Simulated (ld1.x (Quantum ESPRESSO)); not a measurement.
An all-electron radial function and its pseudo partner (antimony (Sb))

Columns: radius, all-electron u(r) and pseudo u(r) of the 5p shell (level -4.83 eV) of antimony in the configuration [Kr] 4d10 5s2 5p3; PBE, scalar-relativistic, PAW scheme, ld1.x (Quantum ESPRESSO) 7.5.

| r (bohr) | all-electron | pseudo |
| --- | --- | --- |
| 0.125 | 0.0008 | -0.0065 |
| 0.250 | -0.1785 | -0.0255 |
| 0.375 | -0.0143 | -0.0562 |
| 0.500 | 0.1879 | -0.0969 |
| 0.625 | 0.2808 | -0.1458 |
| 0.750 | 0.2612 | -0.2005 |
| 0.875 | 0.1692 | -0.2585 |
| 1.000 | 0.0439 | -0.3175 |
| 1.125 | -0.0882 | -0.3751 |
| 1.250 | -0.2123 | -0.4294 |
| 1.375 | -0.3213 | -0.4789 |
| 1.500 | -0.4125 | -0.5224 |
| 1.625 | -0.4859 | -0.5592 |
| 1.750 | -0.5429 | -0.5891 |
| 1.875 | -0.5853 | -0.6123 |
| 2.000 | -0.6150 | -0.6289 |
| 2.125 | -0.6336 | -0.6396 |
| 2.250 | -0.6429 | -0.6448 |
| 2.375 | -0.6446 | -0.6449 |
| 2.500 | -0.6400 | -0.6400 |
| 2.625 | -0.6302 | -0.6302 |
| 2.750 | -0.6164 | -0.6164 |
| 2.875 | -0.5994 | -0.5994 |
| 3.000 | -0.5800 | -0.5800 |
| 3.125 | -0.5589 | -0.5589 |
| 3.250 | -0.5366 | -0.5366 |

Q: How many radial nodes do the two functions have?

A: The all-electron 5p function has n − l − 1 = 3; the pseudo-wave has 0, since the states of the same l below it are removed with the core.

Q: At about which radius was the pseudo-wave matched?

A: 2.50 bohr, where the columns begin to agree (steps of 0.12 bohr).

Q: Is the pseudo-wave norm-conserving?

A: No, it belongs to a PAW set: the norm inside the radius is not constrained, and the difference is carried by the augmentation charge.
